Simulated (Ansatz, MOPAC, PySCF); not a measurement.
System: C₅H₁₂O, net charge 0, singlet state. SMILES: C(O)CC(C)C
Structure (B3LYP-D3(BJ)/def2-TZVP (Ansatz, a program for electronic structure) minimum search):
```
C
H 1 1.0970
C 1 1.5290 2 107.78
H 3 1.0918 1 111.33 2 60.29
H 3 1.0919 4 108.03 1 122.37
H 3 1.0935 4 107.74 5 116.12
C 1 1.5304 2 107.94 3 -119.37
H 7 1.0908 1 112.21 2 -56.72
H 7 1.0919 8 107.54 1 -122.16
H 7 1.0938 8 107.79 9 -115.87
C 1 1.5327 2 107.78 3 118.91
H 11 1.0935 1 109.31 2 -64.35
H 11 1.0949 12 106.60 1 118.41
C 11 1.5165 12 107.64 13 116.62
H 14 1.0956 11 110.71 12 -172.91
H 14 1.0985 15 107.75 11 119.96
O 14 1.4273 15 110.27 16 120.76
H 17 0.9623 14 108.80 15 -56.14
```

Unscaled harmonic wavenumbers (cm⁻¹) in rising order, each level at the stationary point that it reaches from this structure (no distance between atoms moves by over 0.3 Å); the order of modes can differ between levels, and a negative number is imaginary. B3LYP-D3(BJ)/def2-TZVP (PySCF, at the structure above): 80, 111, 189, 228, 252, 258, 330, 387, 443, 473, 799, 836, 933, 949, 969, 998, 1029, 1053, 1138, 1187, 1197, 1243, 1253, 1323, 1323, 1371, 1381, 1404, 1424, 1454, 1486, 1492, 1499, 1506, 1512, 1529, 2971, 2990, 3010, 3020, 3021, 3027, 3062, 3078, 3085, 3090, 3095, 3812.

AM1 (MOPAC): 45, 77, 155, 178, 208, 225, 356, 411, 498, 507, 811, 982, 990, 1013, 1031, 1052, 1175, 1193, 1220, 1230, 1233, 1250, 1305, 1333, 1382, 1392, 1393, 1394, 1398, 1402, 1408, 1416, 1431, 1440, 1449, 1530, 3009, 3016, 3036, 3062, 3063, 3065, 3066, 3078, 3103, 3156, 3157, 3505. Zero-point energy 104.1 against 103.4 kcal/mol; where all levels lie over 400 cm⁻¹, the wavenumbers are on average 1.023 times those of B3LYP-D3(BJ)/def2-TZVP.

PM6 (MOPAC): 39, 72, 116, 145, 164, 201, 318, 382, 453, 474, 794, 927, 944, 962, 971, 991, 1077, 1109, 1125, 1152, 1171, 1193, 1199, 1243, 1252, 1258, 1263, 1265, 1267, 1269, 1293, 1295, 1318, 1339, 1340, 1348, 2546, 2652, 2674, 2682, 2697, 2698, 2700, 2707, 2714, 2751, 2790, 2792. Zero-point energy 93.1 against 103.4 kcal/mol; where all levels lie over 400 cm⁻¹, the wavenumbers are on average 0.931 times those of B3LYP-D3(BJ)/def2-TZVP.

HF/6-31G* (Ansatz): 84, 121, 202, 246, 273, 307, 352, 413, 473, 507, 854, 891, 1009, 1024, 1045, 1077, 1106, 1184, 1232, 1297, 1305, 1358, 1370, 1446, 1451, 1501, 1527, 1559, 1574, 1615, 1632, 1639, 1646, 1650, 1658, 1684, 3167, 3175, 3192, 3197, 3203, 3210, 3246, 3250, 3261, 3262, 3267, 4115. Zero-point energy 111.3 against 103.4 kcal/mol; where all levels lie over 400 cm⁻¹, the wavenumbers are on average 1.082 times those of B3LYP-D3(BJ)/def2-TZVP.
